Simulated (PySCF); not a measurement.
The complex [MoCl6]3- (charge -3) contains Mo(III), shell d3. The structure is a PBE0-D3(BJ)/def2-SVP, IEF-PCM water geometry optimised for multiplicity 4; coordination octahedral, point group Oh, metal–donor distances 2.49 Å.

```
7

Mo    0.000    0.000    0.000
Cl    0.000    0.000    2.493
Cl    0.000    0.000   -2.493
Cl    2.493    0.000    0.000
Cl   -2.493    0.000    0.000
Cl    0.000    2.493    0.000
Cl    0.000   -2.493    0.000
```

Method (PySCF 2.14, density fitting): CASSCF(3,5) with orbitals averaged over the states of highest spin, strongly contracted NEVPT2 on the averaged canonical orbitals; basis x2c-TZVPall on the metal, x2c-SVPall elsewhere; spin-free X2C; IEF-PCM water; spin-orbit coupling by state interaction with the mean-field operator over all roots.

Which term lies lowest, and with what spin?

4A2g (S = 3/2, orbital degeneracy 1), with 3.0 electrons in the lower (t2g-type) set and 0.0 in the upper (eg-type) set, by NEVPT2.

Where do the spin-allowed transitions within the shell lie?

By NEVPT2: 4T2g at 20481 cm⁻¹ (488 nm); 4T1g at 26105 cm⁻¹ (383 nm); 4T1g at 42603 cm⁻¹ (235 nm). All are electric-dipole forbidden at this geometry.

Which is the lowest state of another spin?

2Eg at 12026 cm⁻¹ by NEVPT2; CASSCF alone puts it at 13819 cm⁻¹ above the same ground state.

Give the fitted ligand-field and repulsion parameters.

At CASSCF level (the NEVPT2 levels don't fit a ligand-field model well): orbital energies 0, 0, 0, 17868, 17868 cm⁻¹; 10Dq = 17868 cm⁻¹; B = 674 cm⁻¹; C = 2716 cm⁻¹; B over its free-ion value at the same level 0.825; rms of the fit 324 cm⁻¹; ζ = 683 cm⁻¹ (free ion 788).

What magnetic behaviour follows?

The ground multiplet follows a spin Hamiltonian with S = 3/2, g = 1.931, 1.931, 1.931, D = 0 (spin-orbit part alone); the lowest levels hold 100 % of the spin-free ground state. μeff is 3.76 μB at 300 K and 3.74 μB at 10 K; the spin-only value is 3.88 μB.

No frequencies were computed for the optimised geometry. Charge-transfer states lie outside this active space and may come lower than some of these levels. An active orbital has only 0.71 squared overlap with the free ion's shell, so the metal shell alone is a small active space here. NEVPT2 on the d shell alone tends to put d–d bands too high for such charged or covalently bound ions.

The job took 32 s on one thread of Arm Neoverse V1 (shared host), with 171 basis functions and a peak of 0.67 GiB, launched as `OMP_NUM_THREADS=1 python lf_run.py task.json out`.
